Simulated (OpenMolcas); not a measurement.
## Multiplet structure of W³⁺

```
Program             : OpenMolcas 26.06
Method              : MS-RASPT2, IPEA 0.25 Eh, imaginary shift 0.1 Eh (closed shells correlated: 5s)
Basis               : ANO-RCC-VTZP [8s7p5d3f2g1h]
Scalar Hamiltonian  : DKH2, point nucleus
Active space        : 9 electrons in 8 orbitals (RAS1 5p, at most 2 holes; RAS2 5d)
State averaging     : 2S+1 = 4 even, 10 roots; 2S+1 = 2 even, 40 roots
Spin-orbit coupling : state interaction with AMFI integrals over the reference wave functions, term energies averaged over their components
```

Spin-free terms above the lowest, with the occupations of the reference:

```json
{"Configuration": "5d³", "Term": "⁴F", "E (cm⁻¹)": "0.0", "Occupations": "5p 5.98 5d 3.02"}
{"Configuration": "5d³", "Term": "²P", "E (cm⁻¹)": "9660", "Occupations": "5p 5.98 5d 3.02"}
{"Configuration": "5d³", "Term": "⁴P", "E (cm⁻¹)": "9900", "Occupations": "5p 5.98 5d 3.02"}
{"Configuration": "5d³", "Term": "²G", "E (cm⁻¹)": "10270", "Occupations": "5p 5.98 5d 3.02"}
{"Configuration": "5d³", "Term": "²H", "E (cm⁻¹)": "14270", "Occupations": "5p 5.99 5d 3.02"}
{"Configuration": "5d³", "Term": "²D(1)", "E (cm⁻¹)": "14300", "Occupations": "5p 5.98 5d 3.02"}
{"Configuration": "5d³", "Term": "²F", "E (cm⁻¹)": "23080", "Occupations": "5p 5.98 5d 3.02"}
{"Configuration": "5d³", "Term": "²D(2)", "E (cm⁻¹)": "37330", "Occupations": "5p 5.98 5d 3.02"}
```

With spin-orbit coupling, above the lowest level:

```json
{"Configuration": "5d³", "Term": "⁴F", "J": "3/2", "E (cm⁻¹)": "0.0", "Measured (cm⁻¹)": "0.0", "Term weight %": "86", "Second": "11 ²D(1)"}
{"Configuration": "5d³", "Term": "⁴F", "J": "5/2", "E (cm⁻¹)": "3860", "Measured (cm⁻¹)": "3537", "Term weight %": "96", "Second": "4 ²D(1)"}
{"Configuration": "5d³", "Term": "⁴F", "J": "7/2", "E (cm⁻¹)": "7290", "Measured (cm⁻¹)": "6745", "Term weight %": "91", "Second": "8 ²G"}
{"Configuration": "5d³", "Term": "⁴F", "J": "9/2", "E (cm⁻¹)": "9960", "Measured (cm⁻¹)": "9256", "Term weight %": "72", "Second": "23 ²G"}
{"Configuration": "5d³", "Term": "²P", "J": "3/2", "E (cm⁻¹)": "10400", "Measured (cm⁻¹)": "", "Term weight %": "44", "Second": "39 ⁴P"}
{"Configuration": "5d³", "Term": "⁴P", "J": "1/2", "E (cm⁻¹)": "12110", "Measured (cm⁻¹)": "", "Term weight %": "52", "Second": "48 ²P"}
{"Configuration": "5d³", "Term": "²G", "J": "7/2", "E (cm⁻¹)": "16530", "Measured (cm⁻¹)": "15261", "Term weight %": "89", "Second": "9 ⁴F"}
{"Configuration": "5d³", "Term": "²H", "J": "9/2", "E (cm⁻¹)": "17500", "Measured (cm⁻¹)": "", "Term weight %": "54", "Second": "24 ²G"}
{"Configuration": "5d³", "Term": "⁴P", "J": "5/2", "E (cm⁻¹)": "18440", "Measured (cm⁻¹)": "17190", "Term weight %": "90", "Second": "7 ²D(1)"}
{"Configuration": "5d³", "Term": "²P", "J": "1/2", "E (cm⁻¹)": "19410", "Measured (cm⁻¹)": "", "Term weight %": "52", "Second": "48 ⁴P"}
{"Configuration": "5d³", "Term": "⁴P", "J": "3/2", "E (cm⁻¹)": "20110", "Measured (cm⁻¹)": "", "Term weight %": "50", "Second": "38 ²D(1)"}
{"Configuration": "5d³", "Term": "²H", "J": "11/2", "E (cm⁻¹)": "23920", "Measured (cm⁻¹)": "22223", "Term weight %": "100", "Second": ""}
{"Configuration": "5d³", "Term": "²D(1)", "J": "5/2", "E (cm⁻¹)": "25180", "Measured (cm⁻¹)": "22766", "Term weight %": "87", "Second": "7 ⁴P"}
{"Configuration": "5d³", "Term": "²G", "J": "9/2", "E (cm⁻¹)": "26040", "Measured (cm⁻¹)": "", "Term weight %": "52", "Second": "42 ²H"}
{"Configuration": "5d³", "Term": "²P", "J": "3/2", "E (cm⁻¹)": "26940", "Measured (cm⁻¹)": "", "Term weight %": "47", "Second": "38 ²D(1)"}
{"Configuration": "5d³", "Term": "²F", "J": "5/2", "E (cm⁻¹)": "31110", "Measured (cm⁻¹)": "27938", "Term weight %": "89", "Second": "9 ²D(2)"}
{"Configuration": "5d³", "Term": "²F", "J": "7/2", "E (cm⁻¹)": "31140", "Measured (cm⁻¹)": "28412", "Term weight %": "97", "Second": "3 ²G"}
{"Configuration": "5d³", "Term": "²D(2)", "J": "5/2", "E (cm⁻¹)": "46970", "Measured (cm⁻¹)": "43287", "Term weight %": "88", "Second": "8 ²F"}
{"Configuration": "5d³", "Term": "²D(2)", "J": "3/2", "E (cm⁻¹)": "47190", "Measured (cm⁻¹)": "", "Term weight %": "98", "Second": ""}
```

Against the 10 measured excited levels shown (the list in J. Phys. B 45, 035001 (2012)) the mean absolute deviation is 1800 cm-1; the largest miss in energy is 5d³ ²D_5/2(2): computed 46970, measured 43287 cm⁻¹ (+8.5 %), and the largest in proportion 5d³ ²F_5/2 (+11.4 %).

Spin-orbit coupling puts the lowest level 8180 cm⁻¹ below the lowest spin-free term.

For ⁴F the intervals divided by the larger J are 1543.0, 981.1, 593.2 cm-1. Landé's interval rule makes them equal in pure LS coupling; they differ by 91 % of their mean. The multiplet is regular.

CASPT2 breaks the degeneracy within a term, and the mean is taken; among the terms shown or strongly mixed into the levels shown the widest spread is 900 cm-1 (5d³ ⁴F). Over all roots computed the reference weight is 0.91 to 0.97; the roots of lowest weight are the least certain, and an intruder state may touch them. Active for correlation alone: 5p; no level in the range computed is led by a configuration that opens it, so any true level of that kind is missing. The CASPT2 spread within a term exceeds the gap to the next term for 5d³ ²H and 5d³ ²D(1), so the order of their levels is uncertain. Computed and measured levels are paired by configuration, term and J; levels that our copy of the source lacks, or whose pairing is in doubt (as where it misses far off the trend of its configuration), stay unpaired and out of the deviations. Levels of configurations outside the active space are missing. The first state left out of the spin-orbit step lies near 670000 cm-1 above the lowest spin-free state of the reference (among the parities and spins computed), and the list stops at four fifths of that energy or lower.

The CASPT2 steps took 37 s on 1 thread of Intel(R) Xeon(R) 6975P-C (Granite Rapids), with other jobs on the host; the integral step is not counted.

The term weight is that of the spin-free term in the level, not the purity of its configuration. A number in round brackets counts repeated terms of one configuration in the order of the reference energies.
